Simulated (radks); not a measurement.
Task: All-electron atom: Yb IV in [Xe] 4f13. All-electron calculation, scalar-relativistic Kohn-Sham, BLYP, spin-polarised, spherical densities, finite nucleus; open shells are filled with parallel spins first (spin-orbit coupling, left out, can overturn this in heavy ions); Fermi nuclear charge, rms radius 5.3108 fm. Program: a radial shooting solver on a logarithmic mesh with Libxc functionals. Some entries of the table are withheld. Estimate them.

orbital,occ.,eigenvalue (eV),<r^2> (bohr^2),<1/r> (bohr^-1)
1s up,1,-61267.12,0.0005300,80.62
1s down,1,-61267.12,0.0005300,80.62
2s up,1,-10408.87,0.008211,18.80
2s down,1,-10408.86,0.008211,18.80
2p up,3,-9179.603,0.006713,17.26
2p down,3,-9179.593,0.006713,17.26
3s up,1,-2372.804,0.05371,6.944
3s down,1,-2372.333,0.05369,6.945
3p up,3,-2002.143,0.05421,6.465
3p down,3,-2001.672,0.05419,6.466
3d up,5,-1550.247,0.04511,6.123
3d down,5,-1549.887,0.04509,6.124
4s up,1,-494.3069,0.2684,2.938
4s down,1,-493.3421,0.2685,2.937
4p up,3,-372.4922,0.3050,2.681
4p down,3,-371.5487,0.3051,2.681
4d up,5,-212.0454,0.3622,2.372
4d down,5,-211.1263,0.3625,2.372
5s up,1,-85.7942,1.579,1.120
5s down,1,-85.3827,1.585,1.117
5p up,3,-57.0924,2.193,0.9375
5p down,3,-56.7986,2.205,0.9346
4f up,7,-36.2247,0.6983,1.795
4f down,6,-35.4073,0.7095,1.788
5d up,0,-25.1962,4.966,0.6143
5d down,0,-25.0829,5.005,0.6114
6s up,0,-24.6825,(1),0.4387
6s down,0,-24.6290,(2),0.4380
6p up,0,-18.4925,13.27,0.3697
6p down,0,-18.4522,13.32,0.3692

Result: 
(1) 6s up <r^2> (bohr^2): 9.331
(2) 6s down <r^2> (bohr^2): 9.362
